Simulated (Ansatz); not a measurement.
BNH3ClO, singlet: at the start structure of a reaction step.

Input (in.yaml):

```yaml
crystal:
  periodic: [false, false, false]
  atoms:
    - {symbol: B, position_ang: [0.056612, 0.286770, -0.090947]}
    - {symbol: O, position_ang: [0.951466, 0.723914, 0.835642]}
    - {symbol: N, position_ang: [-0.460863, -1.005132, -0.027069]}
    - {symbol: H, position_ang: [-0.191572, -1.646550, 0.697889]}
    - {symbol: Cl, position_ang: [-0.468166, 1.374034, -1.409776]}
    - {symbol: H, position_ang: [1.233916, 1.627754, 0.686060]}
    - {symbol: H, position_ang: [-1.121394, -1.360890, -0.691899]}
basis:
  gaussian: {orbitals: "def2-QZVPP.json"}
correlation: {method: mp2}
```

The basis file named in the input lies beside it (Basis Set Exchange, JSON).

Command:

```bash
ansatz run in.yaml --threads 2 --pin off --events-out ev --progress --plain --max-ram 4352MiB
```

Output of Ansatz 0.2.0:

```
Functional definition: HF
  name "HF"
  cite "Fock, Z. Phys. 61, 126 (1930) doi:10.1007/BF01340294"
  parent pbe
  exchange = exact_x
  correlation = 0
2008 factors; integrals over basis functions are off by at most 9.2e-4 eV
mean field evaluation 1: about -16744.6506 eV, gradient 4.6e1 eV
mean field evaluation 2: about -16744.7468 eV, gradient 4.6e1 eV
mean field evaluation 4: about -16748.5852 eV, gradient 3.1e0 eV
mean field evaluation 8: about -16748.6221 eV, gradient 2.6e-1 eV
mean field -16748.62239151 eV, -615.5005202641 hartree, gradient 2.6e-6 eV, S^2 0.000000; 0 other end points of the search recorded, 0 dependent functions left out
8 core orbitals not correlated: weight in the atoms' cores, before any rotation towards them, 1.000 or more for the frozen orbitals, at most 0.000 for the correlated occupied ones
reference -16748.62239151 eV, -615.5005202641 hartree; 12, 12 occupied and 311, 311 virtual orbitals, 2008 factors
second order -21.74880073 eV of doubles, -0.00000000 eV of singles
Total energy: -16770.37119224 eV, -616.2997739489 hartree
```

The run took 14 s on 2 CPU threads of an Arm Neoverse V1 (shared host), with 1.2 GiB of host memory at its peak.
